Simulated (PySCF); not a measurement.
# Diatomics of Cd with the third period

PBE0 with double-zeta basis sets in PySCF, for the lowest determinant that a PBE0 search found; no spin–orbit coupling. De refers to high-spin ground-configuration atoms. A positive dipole means M(−)Cd(+).

```csv
M,basis,state (unpaired electrons),Re (Å),ωe (cm⁻¹),De (eV),μ (D)
Na,def2-SVP,doublet (σ ↑),3.483,66.3,0.12,-0.68
Mg,def2-SVP,singlet (closed shell),3.578,61.1,0.08,0.00
Si,def2-SVP,triplet (π ↑↑),2.577,225,0.80,2.72
P,def2-SVP,"quartet (σ ↑, π ↑↑)",2.694,162,0.30,0.83
Cl,def2-SVP,doublet (σ ↑),2.368,323,1.95,3.26
```

The shortest bond is that of CdCl (2.368 Å), the longest that of MgCd (3.578 Å).

The state changes along the series, so neighbouring rows are not always alike in their bonding.

Closed-shell solutions of metal pairs were not tested for spin polarisation, which can lower them a little. Weak bonds: CdP, MgCd, NaCd. Basis-set superposition, not corrected here, can be much of De in a small basis, most of all at correlated wavefunction levels. Functionals without a dispersion term scatter widely for such bonds, and LDA overbinds them. Spin–orbit coupling is left out. States were picked by a PBE0 search and need not be the measured ground states.
